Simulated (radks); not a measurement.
The lutetium ion Lu+, configuration [Xe] 4f14 6s2 (the NIST ground configuration).

All-electron calculation, scalar-relativistic Kohn-Sham, PBE, spin-unpolarised, spherical densities, point nucleus. Program: a radial shooting solver on a logarithmic mesh with Libxc functionals.

Energy parts (hartree):
| part | energy |
|---|---|
| total | -14563.1513 |
| kinetic | 15915.3702 |
| electron-nucleus | -35867.7419 |
| Hartree | 5689.1135 |
| exchange-correlation | -299.8931 |

Orbitals (lengths in bohr, moments of r in powers of bohr; <r^-3> diverges for s and p1/2; r(90%) holds 90 % of the orbital's charge):
orbital  occ.  eigenvalue (hartree)  r(90%)  <r^-3>
1s          2             -2324.592  0.0351       -
2s          2             -395.9676   0.127       -
2p          6             -348.3527   0.119   16860
3s          2             -89.98503   0.312       -
3p          6             -75.69903   0.318    3699
3d         10             -58.56143   0.299   483.5
4s          2             -18.17337   0.687       -
4p          6             -13.48714   0.739   843.0
4d         10              -7.37769   0.823   93.05
5s          2              -2.57138    1.69       -
5p          6              -1.48523    2.04   107.4
4f         14              -0.67888    1.24   13.90
6s          2              -0.40611    4.74       -

The highest occupied level is 6s at -11.051 eV. Summed over all electrons, <r^2> = 56.44 bohr^2, which gives a Langevin (diamagnetic) susceptibility term of -44.7 x 10^-6 cm^3/mol. For comparison, the ionisation energy in NIST's Atomic Spectra Database is 14.13 eV (semi-empirical). In exact Kohn-Sham theory the highest level is minus the ionisation energy, but local and semilocal functionals leave it too shallow, through self-interaction and a potential that decays too fast; potentials with the right tail come closer. The density falls to 0.001 e/bohr^3 at r = 4.63 bohr.
